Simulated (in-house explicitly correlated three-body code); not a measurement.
Computed with an exponentially correlated three-body code. Model: two electrons around a point charge, non-relativistic, variational in 260 exponentially correlated functions (energies converged to about 1e-7 hartree, or 1e-8 relative for large Z).

Command:
```bash
python run_hyl.py task.json out
```
Settings (lengths in bohr, energies in hartree):
```
Z                      1.25
screening              0.0938
interaction_strength   1
functions              260
states_tried           13
```

Cost of the run: 38 s on 1 thread of Intel(R) Xeon(R) 6975P-C (Granite Rapids), with other jobs on the host.

**Those bound S and P states to n = 4 that converged, binding against the one-electron ion.**

Given: nuclear charge 1.25; Yukawa screening of all interactions 0.0938 1/bohr.

Computed: one-electron threshold -0.670298601 hartree.

```tsv
term	energy (hartree)	binding (eV)
1 1S	-0.799861564	3.5256
2 3S	-0.672399037	0.057156
```

**Converged states only, values per electron or pair (inverse distances are <exp(-kr)/r>).**

| term | mean r (bohr) | mean r squared (bohr²) | mean inverse r (1/bohr) | mean r12 (bohr) | mean inverse r12 (1/bohr) | mean cosine | mean p1 dot p2 (bohr⁻²) | delta r1 (bohr⁻³) | delta r12 (bohr⁻³) |
| --- | --- | --- | --- | --- | --- | --- | --- | --- | --- |
| 1 1S | 1.7887 | 4.676 | 0.84775 | 2.8242 | 0.39274 | -0.093895 | 0.062468 | 0.3594 | 0.011073 |
| 2 3S | 8.7939 | 176.25 | 0.59486 | 16.448 | 0.030707 | -0.0065715 | 0.00033087 | 0.30952 | - |
